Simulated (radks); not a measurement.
The numbers below are computed, except where a source is named.
Problem. Ho III, configuration [Xe] 4f11 (the NIST ground configuration). Level of theory: Dirac Kohn-Sham, Slater X-alpha with alpha = 1.032, spin-unpolarised, spherical densities, point nucleus; open shells fill j = l - 1/2 first (a radial shooting solver on a logarithmic mesh with Libxc functionals).

Spin-orbit splittings of the eigenvalues, e(l+1/2) - e(l-1/2), with zeta = 2 splitting/(2l+1) and mean radii in bohr:

| shell | occ. | splitting (eV) | zeta (eV) | <r> j=l-1/2 | <r> j=l+1/2 |
|---|---|---|---|---|---|
| 2p | 6 | 869.0 | 579.3 | 0.07255 | 0.07971 |
| 3p | 6 | 182.7 | 121.8 | 0.2175 | 0.2310 |
| 3d | 10 | 40.30 | 16.12 | 0.2035 | 0.2076 |
| 4p | 6 | ? | ? | 0.5237 | 0.5545 |
| 4d | 10 | 7.560 | 3.024 | 0.5823 | 0.5932 |
| 4f | 11 | 1.104 | 0.3154 | 0.7726 | 0.7857 |
| 5p | 6 | 5.471 | 3.647 | 1.396 | 1.492 |

Estimate the 4p splitting.

Solution. 41.14 eV (zeta = 27.43 eV).
